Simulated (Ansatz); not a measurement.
Species: sum formula BPH₃ (charge 0, doublet). It need not be the lowest isomer of its formula. 
Geometry from a B3LYP-D3(BJ)/def2-TZVP (Ansatz, an electronic-structure program) optimisation:
```xyz
5

B      0.0943    -0.3580    -1.2104
H     -0.6078     0.0790    -2.0676
H      0.8731    -1.2208    -1.4761
P     -0.1324     0.1823     0.5783
H      1.2493     0.1979     0.9212
```
Charge 0, spin multiplicity 2.

Basis-set convergence of Hartree-Fock and CCSD correlation energies (hartree) with Ansatz. Correlated levels leave the core frozen unless marked. Open shells are spin-unrestricted. Spin-orbit coupling is left out. No relativistic terms.

```
basis        functions       E(HF)  E(corr, CCSD)
-----------  ---------  ----------  -------------
cc-pV(D+d)Z         52  -367.12576       -0.22485
cc-pV(T+d)Z        111  -367.14503       -0.26969
cc-pV(Q+d)Z        209  -367.14992       -0.28260
```

Extrapolating the two largest sets (X = 3 and 4) as X^-3: E(corr) = (64·(-0.28260) - 27·(-0.26969))/37 = -0.2920 Eh, an estimate of the basis-set limit. The largest set recovers 96.8 % of it, the smallest 77.0 %.
